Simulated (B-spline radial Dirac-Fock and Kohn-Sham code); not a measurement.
**X-ray form factors of niobium in several charge states**

Calculated with a radial atomic solver, using relativistic Hartree-Fock (Dirac-Fock) wave functions, averaged over the configuration.

Configurations: Nb²³⁺ [Ne] 3s2 3p6; Nb²⁵⁺ [Ne] 3s2 3p4; Nb²⁶⁺ [Ne] 3s2 3p3. The first column is f₀ of Nb²³⁺, the others are differences from it.

```csv
s (Å⁻¹),Nb²³⁺,Δ Nb²⁵⁺,Δ Nb²⁶⁺
0,18.000,-2.000,-3.000
0.05,17.970,-1.993,-2.989
0.1,17.882,-1.971,-2.958
0.15,17.736,-1.936,-2.906
0.2,17.535,-1.888,-2.834
0.25,17.283,-1.827,-2.745
0.3,16.982,-1.755,-2.639
0.35,16.637,-1.674,-2.519
0.4,16.254,-1.584,-2.386
0.45,15.837,-1.487,-2.243
0.5,15.393,-1.385,-2.093
0.6,14.445,-1.173,-1.778
0.7,13.455,-0.959,-1.459
0.8,12.464,-0.754,-1.153
0.9,11.507,-0.566,-0.872
1,10.611,-0.403,-0.626
1.1,9.794,-0.266,-0.419
1.2,9.067,-0.157,-0.253
1.4,7.883,-0.018,-0.037
1.6,7.017,+0.039,+0.054
```
